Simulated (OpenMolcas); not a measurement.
Ionisation energies of gold

```
Program             : OpenMolcas
Basis               : ANO-RCC-VDZP [7s6p4d2f]
Scalar Hamiltonian  : DKH2, point nucleus
Spin-orbit coupling : state interaction with AMFI integrals over the reference wave functions, term energies averaged over their components
```

Active shells in each charge state: the valence d shell, with orbitals averaged over the low states. Where CASPT2's correlated closed shells are named, they are those of the first ion.

A. CASSCF
B. SS-CASPT2, IPEA 0.25 Eh, imaginary shift 0.1 Eh (closed shells correlated: 5s 5p)
C. SS-CASPT2, IPEA 0.25 Eh, imaginary shift 0.1 Eh (closed shells correlated: 4f 5s 5p)
D. SS-CASPT2, IPEA 0 Eh, imaginary shift 0.1 Eh (closed shells correlated: 5s 5p)
E. SS-CASPT2, IPEA 0.25 Eh, imaginary shift 0.1 Eh (closed shells correlated: none)

Energies in eV between the lowest computed levels, named as in B; reference values from the NIST Atomic Spectra Database with their kind.

```tsv
From	To	A	B	C	D	E	Spin-orbit share in B	Reference
Au2+ 5d9 2D 5/2	Au3+ 5d8 3F4	30.772	32.217	32.290	32.139	32.286	-0.435	30.000 (theoretical)
Au3+ 5d8 3F4	Au4+ 5d7 4F 9/2	44.687	45.851	45.933	45.820	45.881	-0.098	45.000 (theoretical)
Au4+ 5d7 4F 9/2	Au5+ 5d6 5D4	59.748	60.626	60.710	60.633	60.640	+0.342	60.000 (theoretical)
Au5+ 5d6 5D4	Au6+ 5d5 6S 5/2	74.763	75.489	75.569	75.476	75.470	+0.860	74.000 (theoretical)
Au6+ 5d5 6S 5/2	Au7+ 5d4 5D0	94.598	94.906	94.986	94.958	94.980	-1.422	94.000 (theoretical)
Au7+ 5d4 5D0	Au8+ 5d3 4F 3/2	111.808	112.076	112.141	112.112	112.083	-0.531	112.000 (theoretical)
```

The lowest level within the active space need not be the ion's true ground level.
